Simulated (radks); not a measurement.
Results of a calculation; reference values are marked as such.
Nb V, configuration [Kr] 4d1.

Code: a radial shooting solver on a logarithmic mesh with Libxc functionals. Model: Dirac Kohn-Sham, LDA (Slater exchange, Perdew-Wang correlation), spin-unpolarised, spherical densities, point nucleus; open shells fill j = l - 1/2 first.

Energy parts (eV):
part                       energy
total                 -103756.802
kinetic                107379.253
electron-nucleus      -248966.227
Hartree                 40914.683
exchange-correlation    -3084.512

Orbitals (lengths in bohr, moments of r in powers of bohr; r(90%) holds 90 % of the orbital's charge):
| orbital | occ. | eigenvalue (eV) | r(90%) | small-component weight |
|---|---|---|---|---|
| 1s1/2 | 2 | -18820.09 | 0.0647 | 2.23e-02 |
| 2s1/2 | 2 | -2673.448 | 0.244 | 4.54e-03 |
| 2p1/2 | 2 | -2459.079 | 0.220 | 4.55e-03 |
| 2p3/2 | 4 | -2363.473 | 0.226 | 4.41e-03 |
| 3s1/2 | 2 | -484.5129 | 0.657 | 1.20e-03 |
| 3p1/2 | 2 | -403.7762 | 0.665 | 1.15e-03 |
| 3p3/2 | 4 | -388.2531 | 0.680 | 1.11e-03 |
| 3d3/2 | 4 | -245.1665 | 0.691 | 9.94e-04 |
| 3d5/2 | 6 | -242.2708 | 0.697 | 9.83e-04 |
| 4s1/2 | 2 | -103.4483 | 1.65 | 2.75e-04 |
| 4p1/2 | 2 | -80.4024 | 1.81 | 2.35e-04 |
| 4p3/2 | 4 | -78.0887 | 1.85 | 2.27e-04 |
| 4d3/2 | 1 | -43.7262 | 2.43 | 1.43e-04 |
| 4d5/2 | 0 | -43.4540 | 2.44 | 1.41e-04 |

The highest occupied level is 4d3/2 at -43.726 eV. Summed over all electrons, <r^2> = 20.87 bohr^2, which gives a Langevin (diamagnetic) susceptibility term of -16.5 x 10^-6 cm^3/mol.
